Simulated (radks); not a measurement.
Results of a calculation; reference values are marked as such.
The mean radii <r> (bohr) of the occupied orbitals of an atom or ion are listed with their occupations. Code: a radial shooting solver on a logarithmic mesh with Libxc functionals. Model: Dirac Kohn-Sham, Slater X-alpha with alpha = 1.019, spin-unpolarised, spherical densities, finite nucleus; Fermi nuclear charge, rms radius of each element as measured or else 0.836 A^(1/3) + 0.57 fm.

orbital  occ.      <r>
1s1/2       2  0.02405
2s1/2       2   0.1022
2p1/2       2  0.08561
2p3/2       4  0.09191
3s1/2       2   0.2702
3p1/2       2   0.2595
3p3/2       4   0.2717
3d3/2       4   0.2425
3d5/2       6   0.2463
4s1/2       2   0.6166
4p1/2       2   0.6325
4p3/2       4   0.6601
4d3/2       4   0.7082
4d5/2       6   0.7180
5s1/2       2    1.470
5p1/2       2    1.636
5p3/2       4    1.713
4f5/2       3    1.004

Name the element and its charge. Open shells, if any, fill j = l - 1/2 first.

Answer. Z = 59, praseodymium, charge +2: Pr2+ in [Xe] 4f3. The 1s radius gives Z: for a bare nucleus <r> = (2 gamma + 1)/(2Z) with gamma = sqrt(1 - (Z/c)^2), 0.02377 bohr for Z = 59, and screening makes it slightly larger (0.02405 here). The occupations add up to 57, and the charge is Z minus that.
